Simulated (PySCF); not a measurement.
A PySCF script (with the pyscf-properties extension) for the NMR shieldings of SMILES C=CCOBN, C₃H₈BNO, on a GFN2-xTB geometry:

```python
import basis_set_exchange as bse
import numpy as np
from pyscf import gto, dft
from pyscf.prop import nmr

atoms = """
C    -1.742983   -0.336804    0.830459
C    -1.800434    0.486556   -0.198037
C    -0.633370    1.254908   -0.754434
O     0.553619    1.087635   -0.032522
B     1.418837    0.070713   -0.284664
N     2.527048   -0.041197    0.555863
H    -2.610789   -0.863496    1.188893
H    -0.817629   -0.510791    1.353455
H    -2.728862    0.662286   -0.725980
H    -0.875925    2.327121   -0.735850
H    -0.495982    0.959765   -1.807163
H     1.272796   -0.688518   -1.175760
H     2.678906    0.593848    1.319602
H     3.254092   -0.722473    0.443973
"""
names = dict.fromkeys(["C", "O", "B", "N", "H"], "pcSseg-1")
basis = {el: gto.basis.parse(bse.get_basis(n, elements=[el], fmt="nwchem")) for el, n in names.items()}
mol = gto.M(atom=atoms, basis=basis, charge=0, verbose=0)
mf = dft.RKS(mol, xc="PBE0")
mf.grids.level = 2
mf.grids.alignment = dft.numint.BLKSIZE   # the property module wants whole blocks of grid points
mf.conv_tol = 1e-9
mf.kernel()

calc = nmr.RKS(mf)   # GIAO
C = mf.mo_coeff
Co = C[:, mf.mo_occ > 0]
resp = mf.gen_response(singlet=True, hermi=2)
def vind(x):   # induced exchange potential for any number of trial vectors
    d = np.einsum("pi,xij,qj->xpq", C, 2 * x.reshape(-1, C.shape[1], Co.shape[1]), Co, optimize=True)
    return np.einsum("xpq,pi,qj->xij", resp(d - d.transpose(0, 2, 1)), C, Co, optimize=True).ravel()
mo1, _ = nmr.rhf.solve_mo1(calc, with_cphf=vind)
sigma = calc.kernel(mo1)
for i, s in enumerate(sigma):   # ppm
    w = np.linalg.eigvalsh((s + s.T) / 2)
    print("%2d %-2s iso %8.1f  s11 %8.1f  s22 %8.1f  s33 %8.1f" % (i, mol.atom_pure_symbol(i), w.mean(), *w))
```

Task: Give the expected output.

Result: 
```
 0 C  iso     68.6  s11    -46.4  s22     72.7  s33    179.5
 1 C  iso     39.7  s11    -79.9  s22     50.7  s33    148.2
 2 C  iso    114.0  s11     94.4  s22     95.7  s33    151.8
 3 O  iso    221.0  s11     64.7  s22    273.8  s33    324.6
 4 B  iso     73.6  s11     47.8  s22     75.5  s33     97.6
 5 N  iso    187.4  s11    112.8  s22    208.2  s33    241.1
 6 H  iso     26.2  s11     23.9  s22     25.6  s33     29.2
 7 H  iso     26.2  s11     23.6  s22     24.7  s33     30.2
 8 H  iso     25.6  s11     24.4  s22     24.9  s33     27.4
 9 H  iso     27.0  s11     22.4  s22     26.4  s33     32.0
10 H  iso     27.1  s11     22.9  s22     26.9  s33     31.4
11 H  iso     27.6  s11     25.8  s22     28.0  s33     29.0
12 H  iso     28.7  s11     23.6  s22     26.0  s33     36.4
13 H  iso     28.8  s11     24.1  s22     25.3  s33     36.9
```

These numbers come from an equivalent density-fitted implementation of the same equations, which agrees with the script to about 0.01 ppm for H and up to a few tenths of a ppm for heavy atoms, so last digits may differ.

Size and cost of the density-fitted run: 142 basis functions, 17 s wall time on 1 thread of an Arm Neoverse V1, shared host; peak memory 0.65 GiB.
